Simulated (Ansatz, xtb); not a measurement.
Two isomers of C5H3ClO2

Structure a: `O=c1cc(Cl)cco1`, a singlet. Structure b: `O=C(Cl)c1ccoc1`, a singlet. Both are isolated molecules in the gas phase, relaxed with B3LYP-D3(BJ)/def2-SVP; each stands in its lowest conformer found.

**Question.** Estimate E(b) − E(a) at the level CCSD(T)/def2-SVP + ΔMP2/def2-TZVPP.

**Answer.** Too close to call at this level: CCSD(T)/def2-SVP + ΔMP2/def2-TZVPP gives E(b) − E(a) = +0.037 eV.

Level by level:

```json
{"level": "GFN2-xTB", "geometry": "GFN2-xTB", "E(b) − E(a) (eV)": "−0.015", "departure from the last row (eV)": "−0.052", "job, with rough time for the two": "optimisation, 0.14 s"}
{"level": "HF/STO-3G", "geometry": "GFN2-xTB", "E(b) − E(a) (eV)": "−0.431", "departure from the last row (eV)": "−0.469", "job, with rough time for the two": "single point, 0.36 s"}
{"level": "r2SCAN-D4/def2-SVP", "geometry": "GFN2-xTB", "E(b) − E(a) (eV)": "+0.044", "departure from the last row (eV)": "+0.006", "job, with rough time for the two": "single point, 3.5 s"}
{"level": "B3LYP-D3(BJ)/def2-SVP", "geometry": "B3LYP-D3(BJ)/def2-SVP", "E(b) − E(a) (eV)": "+0.062", "departure from the last row (eV)": "+0.025", "job, with rough time for the two": "optimisation, 29 s"}
{"level": "HF/def2-SVP", "geometry": "B3LYP-D3(BJ)/def2-SVP", "E(b) − E(a) (eV)": "+0.116", "departure from the last row (eV)": "+0.079", "job, with rough time for the two": "part of the CCSD(T) run"}
{"level": "MP2/def2-SVP", "geometry": "B3LYP-D3(BJ)/def2-SVP", "E(b) − E(a) (eV)": "−0.114", "departure from the last row (eV)": "−0.152", "job, with rough time for the two": "part of the CCSD(T) run"}
{"level": "CCSD(T)/def2-SVP", "geometry": "B3LYP-D3(BJ)/def2-SVP", "E(b) − E(a) (eV)": "−0.040", "departure from the last row (eV)": "−0.078", "job, with rough time for the two": "single point"}
{"level": "CCSD(T)/def2-SVP + ΔMP2/def2-TZVPP", "geometry": "B3LYP-D3(BJ)/def2-SVP", "E(b) − E(a) (eV)": "+0.037", "departure from the last row (eV)": "", "job, with rough time for the two": "single point, 57 s"}
```

As drawn, b has 3 C∷C, 2 C∷O in place of 1 C–C, 2 C=C, 2 C–O (∷ is an aromatic bond). Structure a has a 6-membered ring, b a 5-membered ring (with an aromatic ring).

The largest departure from CCSD(T)/def2-SVP + ΔMP2/def2-TZVPP is that of HF/STO-3G, 0.469 eV. The last row adds to CCSD(T) the change of the MP2 difference between the two basis sets, here +0.078 eV.

With thermal terms from frequencies at re-optimised GFN2-xTB minima (ideal gas, soft modes damped towards free rotors, one conformer each, 298.15 K, 1 atm): on the last row, ΔE + ΔZPE = +0.047, ΔH = +0.053, ΔG = +0.029 eV.

The correlated steps freeze 12 core orbitals. Codes used: Ansatz 0.2.0, xtb 6.7.1; the last row on 4 threads of Arm Neoverse V1 on a shared host.
